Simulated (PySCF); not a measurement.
Z-matrix (Å, degrees):
```
Hf
H 1 1.8469
H 1 1.8469 2 109.47
H 1 1.8469 2 109.47 3 -120.00
H 1 1.8469 2 109.47 4 -120.00
```
Charge 0, spin multiplicity 1.

### Question
Give the LUMO, total energy, dipole moment, HOMO–LUMO gap, charge on the central atom (Mulliken) and HOMO at the level TPSSh-D3(BJ)/def2-TZVP // r2SCAN-D4/def2-SVP (PySCF).

### Answer

| Property | Result |
|---|---|
| LUMO | -2.47 eV |
| total energy | -50.3366 Ha |
| dipole moment | 0.00 D |
| HOMO–LUMO gap | 5.42 eV |
| charge on the central atom (Mulliken) | 0.84 e |
| HOMO | -7.89 eV |
